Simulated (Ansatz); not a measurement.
Reaction (SMILES): O[Si]([SiH3])([SiH3])[SiH3] + H+ -> [OH2+][Si]([SiH3])([SiH3])[SiH3]
Structures are relaxed separately at B3LYP-D3(BJ)/def2-TZVP in Ansatz (a quantum-chemistry and plane-wave program), one conformer each, not searched for the lowest. Frequencies are from Ansatz.

Property: proton affinity (enthalpy at 298 K, with B3LYP-D3(BJ) rigid-rotor harmonic-oscillator terms), positive where the reaction releases energy, in eV. Correlated levels leave the core frozen unless marked. No spin-orbit coupling. Non-relativistic. CBS(X,Y): correlation extrapolated as X^-3; Hartree-Fock from the larger set.

| level | program | proton affinity (eV) |
|---|---|---|
| revPBE-D3(BJ)/def2-TZVPD | Ansatz + dftd3 | ___ |
| B97M-V/def2-TZVPD | Ansatz | ___ |
| B3LYP-D3(BJ)/def2-TZVPD | Ansatz + dftd3 | 8.27 |
| r2SCAN0-D4/def2-TZVPD | Ansatz + dftd4 | 8.18 |
| HSE06-D3(BJ)/def2-TZVPD | Ansatz + dftd3 | ___ |
| CAM-B3LYP-D4/def2-TZVPD | Ansatz + dftd4 | 8.13 |
| LC-wPBE-D3(BJ)/def2-TZVPD | Ansatz + dftd3 | 8.27 |
| B2GP-PLYP-D3(BJ)/def2-TZVPD | Ansatz + dftd3 | 8.18 |
| CCSD(T)/CBS(cc-pV(T+d)Z,cc-pV(Q+d)Z) | Ansatz | ___ |

Task: Some entries are withheld; supply them.

Result: 
- revPBE-D3(BJ)/def2-TZVPD, proton affinity (eV): 8.35
- B97M-V/def2-TZVPD, proton affinity (eV): 8.11
- HSE06-D3(BJ)/def2-TZVPD, proton affinity (eV): 8.26
- CCSD(T)/CBS(cc-pV(T+d)Z,cc-pV(Q+d)Z), proton affinity (eV): 8.20
